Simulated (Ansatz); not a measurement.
Reaction (cleavage of the Si–Si bond): `CN[SiH](N)[SiH3]` + `[NH2][Sc]([OH])[OH]` → `[NH2][Sc]([OH])[O][SiH3]` + `CN[SiH2]N`

Program: Ansatz. Geometries: PBE0-D4/def2-TZVP. ΔE: electronic, gas phase. CCSD(T)/CBS is the MP2 limit (def2-TZVPP, def2-QZVPP) plus CCSD(T) − MP2 in def2-TZVPP, frozen cores. DFT in def2-TZVPP. B3LYP here is the variant with VWN-RPA as its local correlation; programs differ in this. For Sc outer-core shells are correlated without core-valence functions, which leaves a few kJ/mol of doubt a bond. Scalar relativity is left out up to krypton. Each species was taken in one conformer, which may not be the lowest.

`CN[SiH](N)[SiH3]`:

Z-matrix (Å, degrees):
```
C
N 1 1.445
H 1 1.097 2 113.6
H 1 1.095 2 111.1 3 121.9
H 1 1.093 2 109.3 3 -119.9
Si 2 1.715 1 124.9 3 91.8
H 2 1.008 1 113.9 3 -65.1
Si 6 2.356 2 116.1 1 -87.8
N 6 1.714 2 107.6 1 154.2
H 6 1.497 2 103.1 1 30.0
H 8 1.491 6 110.1 2 65.7
H 8 1.493 6 112.7 2 -174.3
H 8 1.491 6 111.2 2 -53.5
H 9 1.006 6 121.1 2 151.3
H 9 1.008 6 120.9 2 -58.6
```

`[NH2][Sc]([OH])[OH]`:

Cartesian coordinates in Å:
```
N 1.568 -0.046 -0.519
Sc -0.317 0.010 0.105
O -1.346 1.462 -0.484
O -0.867 -1.397 1.216
H 2.019 0.632 -1.119
H 2.251 -0.757 -0.293
H -2.001 2.122 -0.686
H -1.307 -2.025 1.780
```

`[NH2][Sc]([OH])[O][SiH3]`:

```xyz
11

N     1.527   -2.002    0.227
Sc    0.529   -0.411    0.855
O     0.699    0.032    2.662
O    -0.512    0.531   -0.435
Si   -1.418    1.389   -1.474
H     1.538   -2.367   -0.717
H     2.120   -2.598    0.791
H     0.657    0.416    3.533
H    -0.571    2.335   -2.254
H    -2.453    2.183   -0.753
H    -2.116    0.490   -2.436
```

`CN[SiH2]N`:

Z-matrix (Å, degrees):
```
C
N 1 1.444
H 1 1.095 2 111.3
H 1 1.093 2 109.4 3 -118.3
H 1 1.098 2 113.5 3 121.9
Si 2 1.710 1 125.5 3 142.8
H 2 1.008 1 114.0 3 -57.0
N 6 1.711 2 108.2 1 -154.0
H 6 1.494 2 103.6 1 -28.6
H 6 1.495 2 117.4 1 89.6
H 8 1.006 6 121.8 2 61.0
H 8 1.006 6 120.4 2 -147.6
```

```tsv
level	ΔE (kJ/mol)
PBE0-D4	-101.6
B3LYP-D4	-116.6
PBE0	-104.7
HF/def2-TZVPP	-152.5
CCSD/def2-TZVPP	-125.6
HF/def2-QZVPP	-155.4
HF/CBS(def2)	-155.8
CCSD/CBS(def2)	-125.6
```

Problem. What does CCSD(T)/CBS give? (Estimate.)

Solution. Computed: -121.5 kJ/mol. The listed levels differ from it by 19.9, 4.9, 16.8, -31.0, -4.1, -33.9, -34.3, -4.1 kJ/mol.

Largest T1 diagnostic among the species: 0.016.

In def2-TZVPP, CCSD(T) changes the Hartree–Fock value by +31.0 kJ/mol (the triples alone add +4.2 kJ/mol) and MP2 by +24.6 kJ/mol. From PBE to PBE0 (25 % exact exchange), in def2-TZVPP and without D4, ΔE moves by −10.0 kJ/mol.
